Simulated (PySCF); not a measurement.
AlH₄NO.

```xyz
7

Al    -0.4671    -0.0493     0.0000
H     -2.0424    -0.1222     0.0000
O      0.5195    -1.4401     0.0000
H      0.1624    -2.3305     0.0000
N      0.3625     1.5104     0.0000
H      1.3640     1.6378     0.0000
H     -0.1050     2.4048     0.0000
```

Geometry: TPSSh-D3(BJ)/def2-TZVP. One conformer was computed; it need not be the lowest.

Method: KT2/pcSseg-2 in PySCF. Non-relativistic, no solvent.

Computed absolute GIAO shielding of each atom: isotropic value and principal components (ppm):
```tsv
atom	σ(iso)	σ11	σ22	σ33	span
Al1	412.7	377.6	412.9	447.7	70.1
H2	26.7	23.2	24.8	32.1	8.9
O3	269.2	201.5	280.9	325.2	123.7
H4	29.7	23.8	23.8	41.6	17.8
N5	230.6	189.7	225.8	276.2	86.5
H6	30.4	24.4	25.7	41.0	16.5
H7	30.4	25.4	26.0	39.9	14.6
```
